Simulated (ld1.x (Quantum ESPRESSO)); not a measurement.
An all-electron radial function and its pseudo partner (indium (In))

Columns: radius, all-electron u(r) and pseudo u(r) of the 5p shell (level -2.52 eV) of indium in the configuration [Kr] 4d10 5s2 5p1; PBE, scalar-relativistic, RRKJ scheme, ld1.x (Quantum ESPRESSO) 7.5.

| r (bohr) | all-electron | pseudo |
| --- | --- | --- |
| 0.103 | 0.0537 | -0.0023 |
| 0.205 | -0.1151 | -0.0089 |
| 0.308 | -0.1115 | -0.0193 |
| 0.410 | 0.0044 | -0.0325 |
| 0.513 | 0.1244 | -0.0479 |
| 0.615 | 0.1980 | -0.0644 |
| 0.718 | 0.2193 | -0.0819 |
| 0.820 | 0.1979 | -0.1000 |
| 0.923 | 0.1476 | -0.1194 |
| 1.025 | 0.0817 | -0.1402 |
| 1.128 | 0.0084 | -0.1638 |
| 1.230 | -0.0651 | -0.1902 |
| 1.332 | -0.1354 | -0.2200 |
| 1.435 | -0.2013 | -0.2535 |
| 1.538 | -0.2610 | -0.2897 |
| 1.640 | -0.3135 | -0.3272 |
| 1.743 | -0.3599 | -0.3650 |
| 1.845 | -0.3997 | -0.4010 |
| 1.948 | -0.4340 | -0.4341 |
| 2.050 | -0.4626 | -0.4626 |
| 2.153 | -0.4865 | -0.4865 |
| 2.255 | -0.5058 | -0.5058 |
| 2.358 | -0.5213 | -0.5213 |
| 2.460 | -0.5329 | -0.5329 |
| 2.562 | -0.5414 | -0.5414 |
| 2.665 | -0.5471 | -0.5471 |

Problem. How many radial nodes do the two functions have?

Solution. The all-electron 5p function has n − l − 1 = 3; the pseudo-wave has 0, since the states of the same l below it are removed with the core.

Problem. At about which radius was the pseudo-wave matched?

Solution. 2.05 bohr, where the columns begin to agree (steps of 0.10 bohr).

Problem. Is the pseudo-wave norm-conserving?

Solution. Yes: the RRKJ scheme keeps the norm inside the radius equal to the all-electron one, which fixes the energy derivative of the logarithmic derivative at the level.
